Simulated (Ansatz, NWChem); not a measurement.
**CBrClF2 (SMILES FC(F)(Cl)Br): from total energies to a heat of formation**

The species is CBrClF2 (5 atoms), meant as a singlet with charge 0. SMILES: `FC(F)(Cl)Br`. The shape is that of a PBE0-D4/def2-TZVP optimisation.

Total energies at PBE/cc-pVDZ (NWChem 7.3.0); the atoms run unrestricted:

```
species    state   energy (Eh)
CBrClF2  singlet  -3271.318848
      F  doublet    -99.624781
      C  triplet    -37.788538
     Cl  doublet   -459.949173
     Br  doublet  -2573.692738
```

Harmonic wavenumbers at PBE0-D4/def2-TZVP, in cm⁻¹: 214, 295, 339, 413, 446, 658, 869, 1123, 1191.

Measured heats of formation of the gaseous atoms at 298.15 K, in kJ/mol: F 79.4, C 716.9, Cl 121.3, Br 111.9. Spin-orbit lowering of the atoms at 298 K (mean of the ground term's levels less their thermal mean, from spectra), in kJ/mol: F 1.29, C 0.02, Cl 3.44, Br 14.69. Take 1 Eh = 2625.50 kJ/mol, 1 cm⁻¹ = 0.0119627 kJ/mol, RT = 2.479 kJ/mol.

Work out the heat of formation of the gas at 298 K.


1. Electronic atomisation energy: 2 × (-99.624781) + (-37.788538) + (-459.949173) + (-2573.692738) − (-3271.318848) = 0.638837 Eh = 1677.3 kJ/mol.
2. Zero-point energy: half the sum of the wavenumbers, 2774 cm⁻¹ = 33.2 kJ/mol.
3. Thermal vibrational enthalpy, Σ hcν̃/(exp(hcν̃/kT) − 1): 5.6 kJ/mol. Translation, rotation and pV of a non-linear molecule: 4 RT = 9.9 kJ/mol.
4. The 5 free atoms carry 5/2 RT each: 31.0 kJ/mol.
5. Spin-orbit coupling lowers the free atoms by 2 × 1.29 + 0.02 + 3.44 + 14.69 = 20.7 kJ/mol.
6. Atomisation enthalpy at 298 K: 1677.3 − 20.7 − 33.2 − 5.6 − 9.9 + 31.0 = 1638.9 kJ/mol.
7. Sum of the atoms' heats of formation: 1108.9 kJ/mol. Heat of formation: 1108.9 − 1638.9 = -530.0 kJ/mol.

The tabulated value is -442.2 kJ/mol (Active Thermochemical Tables), so this level is off by -87.8 kJ/mol, or 5.7 % of the atomisation enthalpy. Gradient-corrected functionals often overbind somewhat. Relativity is left out. Anharmonicity and any spin-orbit splitting of the molecule are left out.
